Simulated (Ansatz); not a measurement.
Cartesian coordinates in Å:
```
C -0.5072 -1.7210 -0.9240
C -0.5251 -0.2152 -0.7157
C 0.7622 0.4274 -1.2017
N -0.7407 0.1208 0.6872
Hf 0.3604 1.1704 1.9841
F 2.1757 0.6188 1.8569
Cl 0.2383 3.4548 1.4226
Cl -0.5666 0.7472 4.0976
H -0.3944 -1.9654 -1.9832
H 0.3238 -2.1706 -0.3742
H -1.4350 -2.1783 -0.5711
H -1.3541 0.2056 -1.3019
H 0.7359 1.5149 -1.0770
H 0.9168 0.2269 -2.2630
H 1.6271 0.0288 -0.6620
H -1.6169 -0.2651 1.0255
```

Charge 0, multiplicity 1. Hf takes the def2 core potential.

(1) List the PBE/def2-TZVPP orbital energies in eV (Ansatz). (Estimate.)

Answers

(1) Ansatz gave: Occupied: -2738.88, -2738.64, -659.66, -380.55, -270.34, -269.07, -268.97, -249.46, -249.22, -190.08, -190.03, -190.03, -189.83, -189.79, -189.78, -64.69, -34.89, -34.44, -34.38, -28.08, -22.23, -19.97, -19.69, -18.86, -17.40, -14.54, -12.63, -11.42, -11.05, -10.64, -10.20, -10.09, -9.77, -9.49, -9.39, -9.13, -8.89, -8.80, -8.42, -8.28, -8.12, -7.96, -7.82, -6.22. Lowest empty: -2.09, -1.66, -1.19, -0.78, -0.62, -0.50, 0.43, 0.94.
